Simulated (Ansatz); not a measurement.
Basis sets compared for (ClBe-mu-H)2 (Be2H2Cl2). The state is a singlet with charge 0. Geometry PBE-D4/def2-TZVP. Ansatz on 2 threads of AMD EPYC 7R43 on a shared host; times are rough, and most runs start from earlier orbitals.

```xyz
6

Be   -0.298    0.785   -0.527
Be    0.298   -0.785    0.527
Cl   -0.847    2.229   -1.497
Cl    0.847   -2.229    1.496
H     0.745   -0.240   -0.778
H    -0.744    0.240    0.779
```

Binding counts from free atoms (Be singlet, Cl doublet, H doublet) in the same basis, without a counterpoise term.

```tsv
level	functions	energy (Eh)	HOMO (eV)	LUMO (eV)	binding per atom (eV)	wall time
PBE-D4/def2-SVP	64	-950.4747	-7.41	-3.22	2.99	0.9 s
PBE0-D4/def2-SVP	64	-950.5677	-8.77	-2.50	2.96	1.1 s
```

**Question.** Estimate the rows for PBE-D4/def2-TZVP (with forces), PBE0-D4/def2-TZVP.

**Answer.** 
```csv
level,functions,energy (Eh),HOMO (eV),LUMO (eV),binding per atom (eV),wall time
PBE-D4/def2-TZVP (with forces),124,-950.8265,-7.46,-3.25,2.97,1.6 s
PBE0-D4/def2-TZVP,124,-950.9175,-8.80,-2.48,2.95,2.3 s
```
